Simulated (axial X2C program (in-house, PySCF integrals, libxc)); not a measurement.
## MgBr: cheaper levels and CCSD(T), 2c

Computed with an axial X2C code built on PySCF integrals. Two-component (2c) means X2C with spin–orbit coupling and atomic mean-field two-electron Coulomb and Gaunt terms. Basis: Br dyall-cv3z [8s9p6d4f1g], Mg dyall-cv3z [9s8p6d3f] (cores contracted in-house); Gaussian nuclei, density fitting, unrestricted open shells. Masses: Br 78.918 u, Mg 23.985 u.

State: Ω = 1/2 (⟨Sz⟩ = 0.50, ⟨Lz⟩ = 0.00 at HF); fragments Br + Mg.

```json
{"level": "PBE0", "Re (Å)": "2.360", "ωe (cm⁻¹)": "365.7", "De (eV)": "2.79"}
{"level": "HF", "Re (Å)": "2.369", "ωe (cm⁻¹)": "372.6", "De (eV)": "2.31"}
{"level": "MP2", "Re (Å)": "2.366", "ωe (cm⁻¹)": "374.0", "De (eV)": "2.86"}
{"level": "CCSD", "Re (Å)": "2.365", "ωe (cm⁻¹)": "373.5", "De (eV)": "2.49"}
{"level": "BP86", "Re (Å)": "2.381", "ωe (cm⁻¹)": "349.5", "De (eV)": "2.71"}
```

Correlated methods: 9 electrons correlated (number of frozen shells: Br 3 s, 2 p, 1 d; Mg 2 s, 1 p), 257 virtual spin orbitals or spinors in MP2, 83 natural virtuals in coupled cluster.

CCSD(T), same Hamiltonian and basis:

Re = 2.367 Å, ωe = 372.5 cm⁻¹, De = 2.58 eV; T1 = 0.010 (Lee–Taylor normalisation).

(1) Give the differences from CCSD(T) in the columns below.

Occupations by symmetry block were frozen at the best pattern of an incomplete PBE0 search. De is counted from the lowest determinant-based energies of the atoms at the same level, without counterpoise correction. Density functionals use the spin component along the axis (collinear). Coupled cluster ran in a truncated set of natural virtual spinors; the MP2 energy of the rest was added. (T) has no such correction and the atoms are truncated less, which lowers De at CCSD(T) by a hundredth of an eV or more. Without a current term, density functionals place determinants with orbital angular momentum somewhat too high.

## Answers

(1) 

```csv
level,ΔRe (Å),Δωe (cm⁻¹),ΔDe (eV)
PBE0,-0.007,-7,0.21
HF,0.002,0,-0.27
MP2,-0.001,2,0.28
CCSD,-0.002,1,-0.09
BP86,0.014,-23,0.13
```
